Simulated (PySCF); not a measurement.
**How methods differ on the ionisation energy of Cd²⁺**

Cd²⁺ [Kr] 4d10 (1S) → Cd³⁺ [Kr] 4d9 (2D), as a difference of total energies. Calculation: PySCF 2.14, in ANO-RCC-VTZP; the spin-free X2C one-electron Hamiltonian (Gaussian nucleus). Correlated levels: valence: [Kr] frozen; valence and next inner shell: [Ar] 3d10 frozen. The calculations carry no spin-orbit coupling.

```csv
method,ionisation energy (eV),plus first-order spin-orbit estimate,error of that sum (eV)
UHF,35.932,35.635,-1.833
LDA,38.227,37.929,+0.461
PBE,37.782,37.484,+0.016
PBE0,37.644,37.346,-0.122
r2SCAN,37.676,37.378,-0.090
PBEsol,37.835,37.537,+0.069
M06,37.795,37.498,+0.030
TPSSh,37.518,37.220,-0.248
MP2 (valence),37.660,37.362,-0.106
SCS-MP2 (valence),37.468,37.170,-0.298
MP2 (valence and next inner shell),37.657,37.360,-0.108
SCS-MP2 (valence and next inner shell),37.420,37.122,-0.346
```

Reference: 37.468 ± 0.006 eV (measured; NIST Atomic Spectra Database, ionization energies).

A first-order spin-orbit estimate (lowest level to lowest level, LS coupling) adds -0.298 eV.

Errors of the correlated levels include the incompleteness of this basis and the frozen core.
